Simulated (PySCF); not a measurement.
A PySCF script (with the pyscf-properties extension) for the NMR shieldings of `C=C(C#CC1CC1)B(F)F`, C₇H₇BF₂, on a GFN2-xTB geometry:

```python
import basis_set_exchange as bse
import numpy as np
from pyscf import gto, dft
from pyscf.prop import nmr

atoms = """
C     3.065933    0.983850   -0.446796
C     2.152327    0.242018    0.203533
C     0.783970    0.300113   -0.157693
C    -0.385139    0.333786   -0.449513
C    -1.771689    0.352384   -0.770791
C    -2.776228    0.194670    0.344954
C    -2.567652   -0.921624   -0.621771
B     2.560025   -0.708037    1.373608
F     1.705923   -1.459421    2.041364
F     3.809931   -0.828721    1.782926
H     4.106599    0.942388   -0.175567
H     2.790669    1.640630   -1.255525
H    -2.032659    1.012873   -1.590225
H    -3.684916    0.774269    0.286384
H    -2.391905    0.075978    1.346381
H    -3.330065   -1.124256   -1.358512
H    -2.042124   -1.798872   -0.276923
"""
names = dict.fromkeys(["C", "B", "F", "H"], "pcSseg-1")
basis = {el: gto.basis.parse(bse.get_basis(n, elements=[el], fmt="nwchem")) for el, n in names.items()}
mol = gto.M(atom=atoms, basis=basis, charge=0, verbose=0)
mf = dft.RKS(mol, xc="PBE0")
mf.grids.level = 2
mf.grids.alignment = dft.numint.BLKSIZE   # the property module wants whole blocks of grid points
mf.conv_tol = 1e-9
mf.kernel()

calc = nmr.RKS(mf)   # GIAO
C = mf.mo_coeff
Co = C[:, mf.mo_occ > 0]
resp = mf.gen_response(singlet=True, hermi=2)
def vind(x):   # induced exchange potential for any number of trial vectors
    d = np.einsum("pi,xij,qj->xpq", C, 2 * x.reshape(-1, C.shape[1], Co.shape[1]), Co, optimize=True)
    return np.einsum("xpq,pi,qj->xij", resp(d - d.transpose(0, 2, 1)), C, Co, optimize=True).ravel()
mo1, _ = nmr.rhf.solve_mo1(calc, with_cphf=vind)
sigma = calc.kernel(mo1)
for i, s in enumerate(sigma):   # ppm
    w = np.linalg.eigvalsh((s + s.T) / 2)
    print("%2d %-2s iso %8.1f  s11 %8.1f  s22 %8.1f  s33 %8.1f" % (i, mol.atom_pure_symbol(i), w.mean(), *w))
```

Q: What does it print?

A: 
```
 0 C  iso     31.7  s11   -105.7  s22     38.8  s33    162.0
 1 C  iso     59.7  s11    -48.0  s22     58.3  s33    168.6
 2 C  iso    105.1  s11     12.4  s22     21.1  s33    281.9
 3 C  iso     76.2  s11      6.0  s22     10.6  s33    212.1
 4 C  iso    183.6  s11    153.5  s22    168.5  s33    228.8
 5 C  iso    174.3  s11    142.8  s22    173.9  s33    206.2
 6 C  iso    174.3  s11    142.8  s22    173.9  s33    206.2
 7 B  iso     78.4  s11     69.8  s22     80.8  s33     84.7
 8 F  iso    253.8  s11     96.1  s22    291.9  s33    373.3
 9 F  iso    262.7  s11     94.8  s22    309.1  s33    384.3
10 H  iso     24.9  s11     20.9  s22     24.5  s33     29.4
11 H  iso     24.8  s11     20.2  s22     24.5  s33     29.8
12 H  iso     30.2  s11     22.4  s22     27.9  s33     40.4
13 H  iso     30.8  s11     25.3  s22     26.4  s33     40.8
14 H  iso     30.9  s11     25.3  s22     28.5  s33     39.0
15 H  iso     30.8  s11     25.3  s22     26.4  s33     40.8
16 H  iso     30.9  s11     25.3  s22     28.5  s33     39.0
```

These numbers come from an equivalent density-fitted implementation of the same equations, which agrees with the script to about 0.01 ppm for H and up to a few tenths of a ppm for heavy atoms, so last digits may differ.

Size and cost of the density-fitted run: 205 basis functions, 33 s wall time on 1 thread of an Arm Neoverse V2, shared host; peak memory 0.9 GiB.
